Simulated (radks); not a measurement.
All-electron atom: Ca3+ in [Ne] 3s2 3p4 4d1 (not the ground configuration).

Calculated with a radial shooting solver on a logarithmic mesh with Libxc functionals: non-relativistic Kohn-Sham, r2SCAN, spin-unpolarised, spherical densities, point nucleus; meta-GGA in the generalised Kohn-Sham scheme.

Energy parts (hartree):
| part | energy |
|---|---|
| total | -673.09501 |
| kinetic | 672.50150 |
| electron-nucleus | -1565.94795 |
| Hartree | 254.83179 |
| exchange-correlation | -34.48035 |

Orbitals (lengths in bohr, moments of r in powers of bohr; <r^-3> diverges for s and p1/2; r(max) is where P^2 peaks; r(90%) holds 90 % of the orbital's charge):
orbital,occ.,eigenvalue (hartree),r(90%),r(max),<r^-3>,<1/r>
1s,2,-146.8874,0.138,0.05082,-,19.53
2s,2,-17.13358,0.567,0.3014,-,4.031
2p,6,-14.25702,0.539,0.2473,184.2,3.945
3s,2,-3.31753,1.64,0.9761,-,1.258
3p,4,-2.56337,1.76,1.011,22.52,1.161
4d,1,-0.56807,5.57,3.608,0.3196,0.3389

The highest occupied level is 4d at -15.458 eV. The density falls to 0.001 e/bohr^3 at r = 4.52 bohr. Summed over all electrons, <r^2> = 27.06 bohr^2, which gives a Langevin (diamagnetic) susceptibility term of -21.4 x 10^-6 cm^3/mol. Virial ratio -V/T = 2.00088. The electron density at the nucleus is 5326 e/bohr^3.
